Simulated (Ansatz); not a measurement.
Geometry optimisation, DFT PBE, scalar-relativistic, plane waves, PAW in Ansatz 0.2.0.

input.yaml

```yaml
crystal:
  lattice:
    - [-2.29, -3.966396, 0.0]
    - [3.435, -1.983198, 0.0]
    - [0.0, 0.0, 7.17686]
  atoms:
    - { symbol: Be, position: [0.75, 0.5, 0.0] }
    - { symbol: Be, position: [0.5, 0.3333333, 0.25] }
    - { symbol: Be, position: [0.75, 0.5, 0.5] }
    - { symbol: Be, position: [0.5, 0.3333333, 0.75] }
    - { symbol: Be, position: [0.5, 0.0, 0.0] }
    - { symbol: Be, position: [0.25, 0.8333333, 0.25] }
    - { symbol: Be, position: [0.5, 0.0, 0.5] }
    - { symbol: Be, position: [0.25, 0.8333333, 0.75] }
    - { symbol: Be, position: [0.25, 0.5, 0.0] }
    - { symbol: Be, position: [0.0, 0.3333333, 0.25] }
    - { symbol: Be, position: [0.25, 0.5, 0.5] }
    - { symbol: Be, position: [0.0, 0.3333333, 0.75] }
    - { symbol: Be, position: [0.0, 0.0, 0.0] }
    - { symbol: Be, position: [0.75, 0.8333333, 0.25] }
    - { symbol: Be, position: [0.0, 0.0, 0.5] }
    - { symbol: Be, position: [0.75, 0.8333333, 0.75] }
    - { symbol: C, position: [0.2465017, 0.1764556, 0.6270981] }
basis:
  ecutwfc: 420.0
kpoints:
  mp_grid: { grid: [5, 6, 4] }
hamiltonian:
  xc: pbe
scf:
  occupations: { method: gaussian, width: 0.05 }
  lower_state_search: "off"
relax:
  f_tol: 0.03
  max_steps: 60
  adjacent_minimum: "off"
```

Command:

```bash
$ ansatz run input.yaml --threads 2 --pin off --max-ram 5120MiB --backend cpu --events-out ev --progress --plain --runs-dir out
```

Q: Where does it end, and by what steps?

A: It converged. Limits of this set-up: coarse k mesh. After 7 steps the energy has fallen by 0.807 eV; Be11 moved furthest, 0.14 Å.

```
step  energy less start (eV)  largest force component (eV/Å)  accepted
   0                  0.0000                           1.778       yes
   1                 -0.5707                           1.030       yes
   2                 -0.7961                           0.148       yes
   3                 -0.8040                           0.066       yes
   4                 -0.8039                           0.078        no
   5                 -0.8040                           0.066       yes
   6                 -0.8039                           0.078        no
   7                 -0.8071                           0.025       yes
```

```xyz
17
Lattice="-2.2900 -3.9664 0.0000 3.4350 -1.9832 0.0000 0.0000 0.0000 7.1769" Properties=species:S:1:pos:R:3
Be -0.008 -3.961 0.047
Be 0.004 -2.681 1.748
Be 0.108 -4.028 3.538
Be -0.077 -2.709 5.444
Be -1.178 -1.997 0.047
Be 2.294 -2.646 1.748
Be -1.157 -2.078 3.535
Be 2.316 -2.659 5.512
Be 1.145 -1.982 0.045
Be 1.180 -0.646 1.748
Be 1.129 -1.974 3.446
Be 1.165 -0.561 5.444
Be -0.004 0.037 0.047
Be 1.155 -4.633 1.752
Be 0.077 0.060 3.534
Be 1.039 -4.565 5.441
C 0.013 -1.327 4.487
```

Whether the end is a true minimum wasn't checked by a vibrational analysis.

The run took 70 s on 2 threads of Arm Neoverse V1, on a shared host, peak memory 0.5 GiB.
